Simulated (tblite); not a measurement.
Br (SMILES [Br]), doublet; IPEA1-xTB (tblite).

Here is a job for tblite.
```
$ tblite run mol.xyz --method ipea1 --charge 0 --spin 1 --json tblite.json --no-restart

# file mol.xyz
1

Br     0.00000000     0.00000000     0.00000000
```

It wrote (shortened):

```
xTB calculator
 | screened Coulomb repulsion
 | Coulomb electrostatics
 |  * isotropic Klopman-Ohno-Mataga-Nishimoto electrostatics
 |  * onsite third-order electrostatics
 | DFT-D3(BJ) dispersion correction

halogen bonding energy    0.0000000000000E+00 Eh
repulsion energy          0.0000000000000E+00 Eh
dispersion energy         0.0000000000000E+00 Eh
number of electrons       7.0000000000000E+00 e
integral cutoff           1.9756696134657E+01 bohr

------------------------------------------------------------
  cycle        total energy    energy error   density error
------------------------------------------------------------
      1     -3.818039553460  -3.8180396E+00   8.3041374E-10
      2     -3.818039553460   0.0000000E+00   4.9824825E-10
------------------------------------------------------------

electronic energy        -3.8180395534595E+00 Eh
total energy             -3.8180395534595E+00 Eh

Post processing:
 | Mayer-Wiberg bond orders

[Info] JSON dump of results written to 'tblite.json'
```
